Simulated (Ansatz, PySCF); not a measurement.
Reaction (SMILES): [NH][SiH2]N[SiH3] → [NH-][SiH2]N[SiH3] (an electron is taken up)
Structures are relaxed separately at B3LYP-D3(BJ)/def2-TZVP in Ansatz (a quantum-chemistry and plane-wave program), one conformer each, not searched for the lowest. Frequencies are from Ansatz or PySCF.
Geometry of the first species:
SMILES: [NH][SiH2]N[SiH3]
```xyz
11

N     -1.9790     0.8506    -0.8063
Si    -1.1729    -0.4348     0.0669
N      0.3338     0.0503     0.7332
Si     1.8917     0.0666    -0.0254
H     -2.8649     0.5589    -1.2290
H     -0.9212    -1.5544    -0.8730
H     -2.0727    -0.8483     1.1753
H      0.2778     0.5158     1.6297
H      1.7604    -0.6853    -1.2924
H      2.9077    -0.5801     0.8399
H      2.3667     1.4407    -0.3193
```
Charge 0, spin multiplicity 2.

Property: adiabatic electron affinity (0 K, with B3LYP-D3(BJ) harmonic zero-point energies), positive where the reaction releases energy, in eV. Valence correlation only, unless marked. Open shells are spin-unrestricted. No spin-orbit coupling. No relativistic terms. Anions need diffuse functions: aug- sets have them; def2-D sets add few; the other sets have none. CBS marks a two-point X^-3 extrapolation of the correlation energy; Hartree-Fock from the larger set. The bracket is a focal-point correction in the basis named.

| level | program | adiabatic electron affinity (eV) |
|---|---|---|
| PBE0/STO-3G | Ansatz | -3.88 |
| r2SCAN0-D4/def2-TZVPD | Ansatz + dftd4 | 1.99 |
| CAM-B3LYP-D4/def2-TZVPD | Ansatz + dftd4 | 2.19 |
| CCSD/6-31G | Ansatz | 0.79 |
| CCSD/aug-cc-pV(D+d)Z | Ansatz | … |
| RI-MP2/CBS(aug-cc-pV(T+d)Z,aug-cc-pV(Q+d)Z)+[CCSD(T)-MP2]/aug-cc-pV(T+d)Z | Ansatz | … |

**Question.** Complete the blanks.

**Answer.** 
- CCSD/aug-cc-pV(D+d)Z, adiabatic electron affinity (eV): 1.97
- RI-MP2/CBS(aug-cc-pV(T+d)Z,aug-cc-pV(Q+d)Z)+[CCSD(T)-MP2]/aug-cc-pV(T+d)Z, adiabatic electron affinity (eV): 2.35
